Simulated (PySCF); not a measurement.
A geometry optimisation on `C1=[CH][GaH2-][O]1`.

Computed with PBE0-D3(BJ)/def2-SVP geometry optimisation, gas phase (PySCF 2.14.0). Start geometry: GFN2-xTB. A driver script takes a list of jobs; this job's settings line and coordinates (Å) are shown.

Input:
```
{"job": {"xc": "PBE0", "basis": "def2-SVP", "d3": "d3bj", "grid": 1, "kind": "geom"}, "charge": -1, "multiplicity": 1}
C      1.105220    -0.316406     0.035938
C      0.564074     0.913124    -0.016315
Ga    -1.164901    -0.053297    -0.034451
O      0.260475    -1.374176     0.041049
H      2.170710    -0.585245     0.076107
H      1.202265     1.797119    -0.022238
H     -2.033518    -0.222779    -1.335734
H     -2.095267    -0.148928     1.231077
```

Output:
```
step   0  E = -2077.91109715  max force = 0.022060
step   1  E = -2077.91307315  max force = 0.007716
step   2  E = -2077.91382682  max force = 0.003698
step   3  E = -2077.91392064  max force = 0.001617
step   4  E = -2077.91394287  max force = 0.000977
step   5  E = -2077.91395436  max force = 0.000507
step   6  E = -2077.91395683  max force = 0.000237
optimisation converged
```

Energies in Eh; «max force» is the largest Cartesian gradient component in Eh/bohr.

Task: Give the first gradient maximum in eV/Å.

Result: With 1 Eh/bohr = 51.422 eV/Å, 1.134 eV/Å.

Task: How much energy does the optimisation release, in eV?

Result: E(step 0) − E(last step) = 0.002860 Eh, which is 0.078 eV.

Main results: final energy -2077.91396 Eh after 6 steps.

On Arm Neoverse V1, one thread, no GPU, shared host with 32 logical CPUs at a one-minute load of 15, this took 15 s wall and 0.49 GiB of memory at its peak.
Labels such as C1 count atoms from 1, the log's own numbers from 0.
